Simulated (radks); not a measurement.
Results of a calculation; reference values are marked as such.
Question: Species: Sm II. Configuration: [Xe] 4f6 6s1. Level of theory: scalar-relativistic Kohn-Sham, exchange-only r2SCAN, spin-polarised, spherical densities, finite nucleus; open shells are filled with parallel spins first (spin-orbit coupling, left out, can overturn this in heavy ions); meta-GGA in the generalised Kohn-Sham scheme; Fermi nuclear charge, rms radius 5.0819 fm (a radial shooting solver on a logarithmic mesh with Libxc functionals). Some entries of the table are withheld. Estimate them.

orbital,occ.,eigenvalue (eV),<r^2> (bohr^2),<r> (bohr)
1s up,1,-46750.82,0.0007051,0.02275
1s down,1,-46750.81,0.0007051,0.02275
2s down,1,-7664.453,0.01111,0.09698
2s up,1,-7664.429,0.01111,0.09698
2p down,3,-6833.983,0.008921,0.08548
2p up,3,-6833.975,0.008921,0.08548
3s up,1,-1691.513,0.07407,0.2546
3s down,1,-1689.062,0.07393,0.2543
3p up,3,-1430.342,0.07427,0.2531
3p down,3,-1427.884,0.07410,0.2528
3d up,5,-1076.550,0.06285,0.2311
3d down,5,-1074.629,0.06264,0.2308
4s up,1,-346.4412,0.3792,0.5799
4s down,1,-339.8336,0.3787,0.5795
4p up,3,-260.0883,0.4282,0.6137
4p down,3,-253.3907,0.4276,0.6133
4d up,5,-138.3793,0.5232,0.6715
4d down,5,-131.5494,0.5242,0.6718
5s up,1,-51.0546,2.224,(1)
5s down,1,-47.2224,2.350,(2)
5p up,3,-30.1591,3.065,1.642
5p down,3,-27.2954,3.227,1.687
4f up,6,(3),1.318,0.9829
6s up,1,-8.4608,18.01,4.016
4f down,0,(4),1.903,1.114

Answer: 
(1) 5s up <r> (bohr): 1.406
(2) 5s down <r> (bohr): 1.445
(3) 4f up eigenvalue (eV): -8.7846
(4) 4f down eigenvalue (eV): -2.6856
